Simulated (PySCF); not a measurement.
A homologous series of growing length: n-germane H/H. Gas-phase values, no solvent. One relaxed conformer stands for each flexible species; it need not be the lowest. Strings in code marks are SMILES.

The HOMO from two functionals at the same geometries (PBE0-D3(BJ)/def2-SVP), both in PySCF: PBE-D3(BJ)/def2-TZVP and PBE0-D3(BJ)/def2-TZVP. 

```csv
species,PBE-D3(BJ)/def2-TZVP (eV)
n = 2 (`[GeH3][GeH3]`),-7.12
n = 3 (`[GeH3][GeH2][GeH3]`),-6.81
n = 6 (`[GeH3][GeH2][GeH2][GeH2][GeH2][GeH3]`),-6.23
```

What does PBE0-D3(BJ)/def2-TZVP give for each?


- n = 2 (`[GeH3][GeH3]`): -8.20
- n = 3 (`[GeH3][GeH2][GeH3]`): -7.83
- n = 6 (`[GeH3][GeH2][GeH2][GeH2][GeH2][GeH3]`): -7.15
Over these rows, drawn at random from the members with no instability flagged (it was tested for open shells, ions and some series alone), PBE minus PBE0-D3(BJ): mean +1.01 eV, from +0.92 eV to +1.08 eV.
